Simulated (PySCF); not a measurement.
Cu+ (copper, charge +1) across methods

[Ar] 3d10, closed-shell 1S. All numbers are calculated (PySCF 2.14, a scalar-relativistic core potential, in aug-cc-pVQZ-PP with ECP10MDF (7s7p6d4f3g2h, 135 functions)).

```tsv
method	E (hartree)	mean ε 3s (eV)	mean ε 3p (eV)	mean ε 3d (eV)	Σ⟨r²⟩ (bohr²)	⟨S²⟩
TPSSh	-196.9252	-127.15	-83.295	-14.351	19.02	0.000
r2SCAN	-196.8871	-128.41	-83.885	-13.609	19.05	0.000
UHF	-195.93503	-150.66	-101.86	-21.848	18.11	0.000
M06-2X	-197.0742	-135.31	-90.398	-18.675	18.56	0.000
LDA	-196.6385	-123.86	-80.955	-14.012	19.30	0.000
PBE0	-196.9466	-130.66	-86.240	-15.851	18.85	0.000
revPBE	-197.0564	-123.72	-80.752	-13.539	19.26	0.000
PBE	-197.0018	-123.82	-80.848	-13.665	19.27	0.000
```

Energies and moments cover only the electrons outside the core potential.
